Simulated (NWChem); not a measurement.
Molecule: GaH3Se; SMILES [GaH2][SeH]

Program: NWChem. Geometry: optimised at PBE0/def2-SVP.

Diagonal of the polarisability tensor at PBE/def2-SVPD, static: 59.59, 83.80, 50.84 bohr³.

Find the mean polarisability volume, the molar refraction, and the refractive index that an ideal gas of it would have at 273.15 K and 1 atm.


1. Mean: one third of the trace = 64.74 bohr³ × 0.14818 Å³/bohr³ = 9.59 Å³.
2. Molar refraction (Lorentz-Lorenz): (4π/3) N_A α = 24.2 cm³/mol.
3. Number density p/kT = 2.687 × 10⁻⁵ Å⁻³; n − 1 = 2π N α = 16.20 × 10⁻⁴.
4. These hold the electronic response alone: vibrational and orientational terms add to the static dielectric constant.
